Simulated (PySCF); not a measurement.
# Basis and Hamiltonian dependence of the ionisation energy of In

In [Kr] 4d10 5s2 5p1 (2P) → In⁺ [Kr] 4d10 5s2 (1S). Calculated with PySCF 2.14 from differences of total energies of unrestricted determinants, without spin-orbit coupling. Values in eV.

| basis | Hamiltonian | functions | UHF | LDA | PBE0 | MP2 (valence) | CCSD(T) (valence) | CCSD(T) (valence and next inner shell) |
| --- | --- | --- | --- | --- | --- | --- | --- | --- |
| def2-SVP with the def2 core potential (28 electrons) | ECP | 26 | 5.199 | 5.706 | 5.610 | 5.326 | 5.391 | n/a |
| x2c-SVPall | spin-free X2C | 36 | 5.163 | n/a | 5.607 | 5.277 | 5.340 | n/a |
| cc-pVTZ-PP with ECP28MDF | ECP | 39 | 5.213 | 5.711 | n/a | 5.394 | 5.472 | n/a |
| aug-cc-pwCVDZ-PP with ECP28MDF | ECP | 48 | 5.207 | 5.709 | 5.611 | 5.347 | 5.424 | 5.421 |
| Sapporo-DKH3-DZP-2012 | spin-free X2C | 52 | 5.219 | n/a | n/a | n/a | n/a | 5.420 |
| x2c-TZVPPall | spin-free X2C | 60 | 5.205 | 5.710 | 5.614 | 5.378 | 5.452 | 5.498 |
| ANO-RCC-VTZP | spin-free X2C | 68 | 5.218 | 5.759 | 5.646 | 5.374 | 5.441 | 5.483 |
| x2c-TZVPPall with one added diffuse shell each of s, p, d, f type | spin-free X2C | 76 | 5.210 | 5.720 | 5.622 | 5.388 | 5.461 | 5.507 |
| def2-QZVPPD with the def2 core potential (28 electrons) | ECP | 88 | 5.219 | 5.716 | 5.621 | 5.423 | 5.494 | 5.559 |
| aug-cc-pVQZ-DK3 | spin-free X2C | 102 | 5.218 | 5.726 | 5.628 | 5.426 | 5.494 | n/a |
| aug-cc-pVQZ-PP with one added diffuse shell each of s, p, d, f, g type with ECP28MDF | ECP | 117 | 5.218 | 5.716 | 5.621 | 5.426 | n/a | n/a |
| aug-cc-pwCVTZ-DK3 with one added diffuse shell each of s, p, d, f type | spin-free X2C | 125 | 5.219 | 5.729 | 5.630 | 5.410 | n/a | n/a |
| dyall-av2z | non-relativistic | 130 | 5.279 | 5.770 | 5.680 | 5.411 | 5.492 | n/a |
| aug-cc-pV5Z-PP with ECP28MDF | ECP | 139 | 5.220 | 5.720 | 5.625 | 5.436 | n/a | n/a |

Frozen in the all-electron rows: valence: [Kr] 4d10; valence and next inner shell: [Ar] 3d10; with a core potential, the same shells as far as they lie outside it.

Non-relativistic rows lack the scalar-relativistic shift.

Reference for a calculation without spin-orbit coupling: 5.603 eV (measured, between term centres; NIST).
